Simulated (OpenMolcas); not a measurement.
**4f¹² along the 66-electron sequence**

```json
{
 "Program": "OpenMolcas",
 "Method": "RASSCF",
 "Basis": "ANO-RCC-VTZP",
 "Scalar Hamiltonian": "DKH2, point nucleus",
 "Spin-orbit coupling": "RASSI with atomic mean-field integrals over the reference wave functions, term energies averaged over their components"
}
```

Active space for each ion: 12 electrons in 14 orbitals (RAS2 4f; RAS3 5f, at most 2 electrons).

Computed levels in cm-1 above ³H₆:

```json
{"Level": "³F₄", "Er2+": "5887", "Tm3+": "6397", "Yb4+": "6828"}
{"Level": "³H₅", "Er2+": "6900", "Tm3+": "8079", "Yb4+": "9359"}
{"Level": "³H₄", "Er2+": "11302", "Tm3+": "13011", "Yb4+": "14807"}
{"Level": "³F₃", "Er2+": "14032", "Tm3+": "15895", "Yb4+": "17800"}
{"Level": "³F₂", "Er2+": "15412", "Tm3+": "17346", "Yb4+": "19263"}
{"Level": "¹G₄", "Er2+": "19019", "Tm3+": "21802", "Yb4+": "24738"}
{"Level": "weight of ³H in the lowest level (%)", "Er2+": "100", "Tm3+": "100", "Yb4+": "100"}
```

Mixed levels, with the weight of the term that names them: Er2+ ³F₄ (54 %), Er2+ ³H₄ (60 %), Er2+ ¹G₄ (60 %), Tm3+ ³F₄ (55 %), Tm3+ ³H₄ (59 %), Tm3+ ¹G₄ (58 %), Yb4+ ³F₄ (56 %), Yb4+ ³H₄ (58 %), Yb4+ ¹G₄ (56 %).

Measured, with the error of the calculation in %. Measured levels: Er2+ from Martin, Zalubas and Hagan, Atomic Energy Levels: The Rare-Earth Elements, NSRDS-NBS 60 (1978); the list in Deprince et al., Eur. Phys. J. D 78, 105 (2024); Tm3+, Yb4+ from the list in Tchang-Brillet, Wyart, Meftah and Ait Mammar, Atoms 6, 52 (2018).

```
Level           Er2+           Tm3+           Yb4+
  ³F₄                                 6112 (+11.7)
  ³H₅    6970 (-1.0)    8217 (-1.7)    9580 (-2.3)
  ³H₄   10785 (+4.8)   12547 (+3.7)   14405 (+2.8)
  ³F₃  12473 (+12.5)  14410 (+10.3)   16372 (+8.7)
  ³F₂  13220 (+16.6)  15090 (+15.0)  16877 (+14.1)
  ¹G₄   18384 (+3.5)   21174 (+3.0)   24193 (+2.3)
```

The fine-structure level ³H₄ changes by a factor of 1.31 from Er2+ to Yb4+. Its fourth root runs 10.31, 10.68, 11.03, with steps per unit of Z of 0.37, 0.35; equal steps would mean a (Z - σ)^4 law with constant σ.

³F₄ changes by a factor of 1.16 over the same range, with steps per unit of Z of +510, +431 cm-1.

Without dynamic correlation excited terms often stand tens of per cent too high (terms of higher spin than the ground term too low), and those without a measured partner can miss by more than the paired ones. Terms from blocks run as CI alone lack orbitals of their own. Active for correlation alone: 5f; no level in the range computed is led by a configuration that fills it, so any true level of that kind is missing. Computed and measured levels are paired by configuration, term and J; levels that our copy of the source lacks, or whose pairing is in doubt (as where it misses far off the trend of its configuration), stay unpaired and out of the deviations. Levels of configurations outside the active space are missing.
